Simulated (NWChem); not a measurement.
System: ZnHSF; SMILES [SH][Zn][F]

Input file for NWChem:

```
start job
memory heap 200 mb stack 900 mb global 1100 mb
geometry units angstroms
  Zn    -0.229438     0.259491     0.000000
  F     -0.247357     1.976411     0.000000
  S     -0.286670    -1.881449     0.000000
  H      1.055233    -2.051729     0.000000
end
basis spherical
  Zn library sto-3g
  F library sto-3g
  S library sto-3g
  H library sto-3g
end
dft
  xc hfexch
  iterations 150
end
driver
  maxiter 120
end
task dft optimize
task dft freq
```

Excerpt of the output:

```
             Northwest Computational Chemistry Package (NWChem) 7.3.0
             --------------------------------------------------------

 CS  symmetry detected

                             Geometry "geometry" -> ""
                             -------------------------

 Output coordinates in angstroms (scale by  1.889725989 to convert to a.u.)

  No.       Tag          Charge          X              Y              Z
 ---- ---------------- ---------- -------------- -------------- --------------
    1 Zn                  30.0000    -0.00381077     0.37703434     0.00000000
    2 F                    9.0000    -0.02219449     2.09394943     0.00000000
    3 S                   16.0000    -0.06046327    -1.76392107     0.00000000
    4 H                    1.0000     1.28148577    -1.93383785     0.00000000

 Effective nuclear repulsion energy (a.u.)     234.9517815290

      Symmetry information
      --------------------

 Group name             Cs
 Group number              2
 Group order               2
 No. of unique centers     4

                                Z-matrix (autoz)
                                --------

 Units are Angstrom for bonds and degrees for angles

      Type          Name      I     J     K     L     M      Value
      ----------- --------  ----- ----- ----- ----- ----- ----------
    1 Stretch                  1     2                       1.71701
    2 Stretch                  1     3                       2.14170
    3 Stretch                  3     4                       1.35266
    4 Bend                     1     3     4                95.70059
    5 Bend                     2     3     4                96.64802
    6 Torsion                  2     1     4     3         180.00000

  xc_inp: hfexch multiplicative factor not found.

                           NWChem Geometry Optimization
                           ----------------------------

 maximum gradient threshold         (gmax) =   0.000450
 rms gradient threshold             (grms) =   0.000300
 maximum cartesian step threshold   (xmax) =   0.001800
 rms cartesian step threshold       (xrms) =   0.001200
 fixed trust radius                (trust) =   0.300000
 source of zmatrix                         =   autoz

          -------------------
          Energy Minimization
          -------------------

 Using diagonal initial Hessian
 Scaling for Hessian diagonals: bonds = 1.00  angles = 0.25  torsions = 0.10

          --------
          Step   0

                                 NWChem DFT Module
                                 -----------------

 Summary of "ao basis" -> "ao basis" (spherical)
 ------------------------------------------------------------------------------
       Tag                 Description            Shells   Functions and Types
 ---------------- ------------------------------  ------  ---------------------
 Zn                          sto-3g                  8       18   4s3p1d
 F                           sto-3g                  3        5   2s1p
 S                           sto-3g                  5        9   3s2p
 H                           sto-3g                  1        1   1s

      Symmetry analysis of basis
      --------------------------

        a'         25
        a"          8

            General Information
            -------------------
          SCF calculation type: DFT
          Wavefunction type:  closed shell.
          No. of atoms     :     4
          No. of electrons :    56
           Alpha electrons :    28
            Beta electrons :    28
          Charge           :     0
          Spin multiplicity:     1
          Use of symmetry is: on ; symmetry adaption is: on
          Maximum number of iterations: 150
          AO basis - number of functions:    33
                     number of shells:    17
          Convergence on energy requested:  1.00D-06
          Convergence on density requested:  1.00D-05
          Convergence on gradient requested:  5.00D-04

              XC Information
              --------------
                     Hartree-Fock (Exact) Exchange  1.000

      Superposition of Atomic Density Guess
      -------------------------------------

 Sum of atomic energies:       -2248.11423221

      Non-variational initial energy
      ------------------------------

 Total energy =   -2247.931388
 1-e energy   =   -3644.348738
 2-e energy   =    1161.465568
 HOMO         =       0.606122
 LUMO         =       0.606135

 !!!!!!!!!!!!!!!!!!!!!!!!!!!!!!!!!!!!!!!!!!!!!!!!!!!!!!!!!!!!!!!!!!!!!!
 Warning - the HOMO and LUMO are degenerate and you are using symmetry.
 This can lead to non-variational energies and poor convergence.
 Modify the initial guess, or use an open-shell wavefunction, or turn
 off symmetry.
 !!!!!!!!!!!!!!!!!!!!!!!!!!!!!!!!!!!!!!!!!!!!!!!!!!!!!!!!!!!!!!!!!!!!!!

      Symmetry analysis of molecular orbitals - initial
      -------------------------------------------------

  Numbering of irreducible representations:

     1 a'          2 a"

  Orbital symmetries:

     1 a'          2 a'          3 a'          4 a'          5 a'
     6 a"          7 a'          8 a'          9 a'         10 a'
    11 a"         12 a'         13 a'         14 a'         15 a"
    16 a'         17 a'         18 a'         19 a'         20 a"
    21 a'         22 a'         23 a"         24 a'         25 a'
    26 a"         27 a'         28 a"         29 a'         30 a"
    31 a'         32 a'         33 a'

   convergence    iter        energy       DeltaE   RMS-Dens  Diis-err
 ---------------- ----- ----------------- --------- --------- ---------
 d= 0,ls=0.0,diis     1  -2231.8378757000 -2.47D+03  2.44D-01  2.39D+01
 d= 0,ls=0.0,diis     2  -2238.1134658686 -6.28D+00  2.33D-01  1.99D+01
 d= 0,ls=0.0,diis     3  -2237.4348580403  6.79D-01  1.96D-01  3.18D+01
 d= 0,ls=0.0,diis     4  -2248.3196068763 -1.09D+01  3.58D-02  1.84D+00
 d= 0,ls=0.0,diis     5  -2248.6403990136 -3.21D-01  1.39D-02  9.86D-01
 d= 0,ls=0.0,diis     6  -2248.7265394262 -8.61D-02  3.33D-03  1.01D+00
  Resetting Diis
 d= 0,ls=0.0,diis     7  -2248.7104286240  1.61D-02  2.33D-02  1.17D+00
 d= 0,ls=0.0,diis     8  -2248.9207971577 -2.10D-01  4.51D-02  5.04D-01
 d= 0,ls=0.0,diis     9  -2249.0266339416 -1.06D-01  1.11D-02  2.32D-01
 d= 0,ls=0.0,diis    10  -2249.0564872533 -2.99D-02  5.05D-03  1.11D-02
 d= 0,ls=0.0,diis    11  -2249.0591854588 -2.70D-03  1.29D-03  3.61D-04
 d= 0,ls=0.0,diis    12  -2249.0593715538 -1.86D-04  6.88D-04  7.21D-05
 d= 0,ls=0.0,diis    13  -2249.0594125585 -4.10D-05  2.85D-04  7.54D-06
 d= 0,ls=0.0,diis    14  -2249.0594187421 -6.18D-06  1.61D-04  1.29D-06
 d= 0,ls=0.0,diis    15  -2249.0594201881 -1.45D-06  1.11D-04  3.44D-07
 d= 0,ls=0.0,diis    16  -2249.0594206929 -5.05D-07  6.93D-05  1.14D-07
 d= 0,ls=0.0,diis    17  -2249.0594208542 -1.61D-07  2.31D-05  3.69D-08
 d= 0,ls=0.0,diis    18  -2249.0594208950 -4.09D-08  3.02D-05  1.89D-08
 d= 0,ls=0.0,diis    19  -2249.0594209336 -3.85D-08  1.43D-05  3.35D-09
 d= 0,ls=0.0,diis    20  -2249.0594209398 -6.21D-09  3.27D-06  2.81D-10

         Total DFT energy =    -2249.059420939759
      One electron energy =    -3611.540043859779
           Coulomb energy =     1233.347813605072
    Exchange-Corr. energy =     -105.818972214014
 Nuclear repulsion energy =      234.951781528963

 Numeric. integr. density =        0.000000000000

                  Occupations of the irreducible representations
                  ----------------------------------------------

                     irrep           alpha         beta
                     --------     --------     --------
                     a'               21.0         21.0
                     a"                7.0          7.0

                       DFT Final Molecular Orbital Analysis
                       ------------------------------------

 Vector   26  Occ=2.000000D+00  E=-3.471348D-01  Symmetry=a'
              MO Center= -6.8D-02, -1.1D+00,  1.1D-15, r^2= 3.2D+00
   Bfn.  Coefficient  Atom+Function         Bfn.  Coefficient  Atom+Function
  ----- ------------  ---------------      ----- ------------  ---------------
    29      0.566136  3 S  s                 30     -0.413923  3 S  px
    10     -0.398552  1 Zn s                 31     -0.399818  3 S  py
    33     -0.276705  4 H  s                 22     -0.272467  2 F  py
    21      0.259270  2 F  px                12      0.238600  1 Zn py
    26      0.137888  3 S  px                27      0.135703  3 S  py

 Vector   27  Occ=2.000000D+00  E=-2.365675D-01  Symmetry=a"
              MO Center= -5.5D-02, -1.5D+00,  9.5D-19, r^2= 1.7D+00
   Bfn.  Coefficient  Atom+Function         Bfn.  Coefficient  Atom+Function
  ----- ------------  ---------------      ----- ------------  ---------------
    32      0.960986  3 S  pz                28     -0.294914  3 S  pz
    13      0.216645  1 Zn pz                23     -0.212389  2 F  pz
    15      0.075649  1 Zn d -1               9     -0.073543  1 Zn pz

[...]

      ----------------------
      Optimization converged
      ----------------------

  Step       Energy      Delta E   Gmax     Grms     Xrms     Xmax
  ---- ---------------- -------- -------- -------- -------- --------
@   13   -2249.13990934 -1.5D-07  0.00015  0.00008  0.00059  0.00122
                                     ok       ok       ok       ok

                                Z-matrix (autoz)
                                --------

 Units are Angstrom for bonds and degrees for angles

      Type          Name      I     J     K     L     M      Value     Gradient
      ----------- --------  ----- ----- ----- ----- ----- ---------- ----------
    1 Stretch                  1     2                       1.60166   -0.00006
    2 Stretch                  1     3                       2.22197    0.00000
    3 Stretch                  3     4                       1.32787   -0.00004
    4 Bend                     1     3     4                94.29336   -0.00013
    5 Bend                     2     3     4               128.72429    0.00015
    6 Torsion                  2     1     4     3           0.00000    0.00000

                         Geometry "geometry" -> "geometry"
                         ---------------------------------

 Output coordinates in angstroms (scale by  1.889725989 to convert to a.u.)

  No.       Tag          Charge          X              Y              Z
 ---- ---------------- ---------- -------------- -------------- --------------
    1 Zn                  30.0000     0.87408883     0.64335993     0.00000000
    2 F                    9.0000    -0.49053367     1.48188409     0.00000000
    3 S                   16.0000    -0.15757183    -1.32458853     0.00000000
    4 H                    1.0000     0.96903392    -2.02743065     0.00000000

 Effective nuclear repulsion energy (a.u.)     244.0540032597

      Symmetry information
      --------------------

 Group name             Cs
 Group number              2
 Group order               2
 No. of unique centers     4

                Final and change from initial internal coordinates
                --------------------------------------------------

                                Z-matrix (autoz)
                                --------

 Units are Angstrom for bonds and degrees for angles

      Type          Name      I     J     K     L     M      Value       Change
      ----------- --------  ----- ----- ----- ----- ----- ---------- ----------
    1 Stretch                  1     2                       1.60166   -0.11535
    2 Stretch                  1     3                       2.22197    0.08026
    3 Stretch                  3     4                       1.32787   -0.02480
    4 Bend                     1     3     4                94.29336   -1.40722
    5 Bend                     2     3     4               128.72429   32.07628
    6 Torsion                  2     1     4     3           0.00000 -180.00000

 ==============================================================================
                                internuclear distances
 ------------------------------------------------------------------------------
       center one      |      center two      | atomic units |  angstroms
 ------------------------------------------------------------------------------
    2 F                |   1 Zn               |     3.02670  |     1.60166
    3 S                |   1 Zn               |     4.19891  |     2.22197
    4 H                |   3 S                |     2.50930  |     1.32787
 ------------------------------------------------------------------------------
                         number of included internuclear distances:          3
 ==============================================================================

[second-derivative integrals and response iterations left out]

  Vibrational analysis via the FX method

  See chapter 2 in "Molecular Vibrations" by Wilson, Decius and Cross

  Vib: Default input used

 ---------------------------- Atom information ----------------------------
     atom    #        X              Y              Z            mass
 --------------------------------------------------------------------------
    Zn       1  1.6517884D+00  1.2157740D+00  0.0000000D+00  6.3929100D+01
    F        2 -9.2697422D-01  2.8003549D+00  0.0000000D+00  1.8998400D+01
    S        3 -2.9776759D-01 -2.5031094D+00  0.0000000D+00  3.1972070D+01
    H        4  1.8312086D+00 -3.8312884D+00  0.0000000D+00  1.0078250D+00
 --------------------------------------------------------------------------

[unprojected Hessian and modes left out]

[...]

 Rotational Constants
 --------------------
 A=   0.468626 cm-1  (  0.674233 K)
 B=   0.133079 cm-1  (  0.191467 K)
 C=   0.103646 cm-1  (  0.149120 K)

 Temperature                      =   298.15K
 frequency scaling parameter      =   1.0000

 Zero-Point correction to Energy  =    8.515 kcal/mol  (  0.013570 au)
 Thermal correction to Energy     =   11.085 kcal/mol  (  0.017664 au)
 Thermal correction to Enthalpy   =   11.677 kcal/mol  (  0.018608 au)

 Total Entropy                    =   69.232 cal/mol-K
   - Translational                =   40.140 cal/mol-K (mol. weight = 115.9074)
   - Rotational                   =   25.015 cal/mol-K (symmetry #  =        1)
   - Vibrational                  =    4.077 cal/mol-K

 Cv (constant volume heat capacity) =   11.930 cal/mol-K
   - Translational                  =    2.979 cal/mol-K
   - Rotational                     =    2.979 cal/mol-K
   - Vibrational                    =    5.972 cal/mol-K

[normal modes left out]

 ----------------------------------------------------------------------------
 Normal Eigenvalue ||           Projected Infra Red Intensities
  Mode   [cm**-1]  || [atomic units] [(debye/angs)**2] [(KM/mol)] [arbitrary]
 ------ ---------- || -------------- ----------------- ---------- -----------
    1       -0.000 ||    0.000114           0.003         0.111       0.112
    2       -0.000 ||    0.000001           0.000         0.001       0.001
    3       -0.000 ||    0.000329           0.008         0.321       0.323
    4       -0.000 ||    0.001041           0.024         1.015       1.021
    5       -0.000 ||    0.000178           0.004         0.174       0.175
    6        0.000 ||    0.000704           0.016         0.686       0.691
    7      263.969 ||    0.002512           0.058         2.449       2.466
    8      326.760 ||    0.002995           0.069         2.920       2.940
    9      474.542 ||    0.050014           1.154        48.756      49.085
   10      687.631 ||    0.026889           0.620        26.213      26.390
   11      935.395 ||    0.018779           0.433        18.307      18.430
   12     3271.153 ||    0.018714           0.432        18.244      18.367
 ----------------------------------------------------------------------------
```

Level: Hartree-Fock/STO-3G.
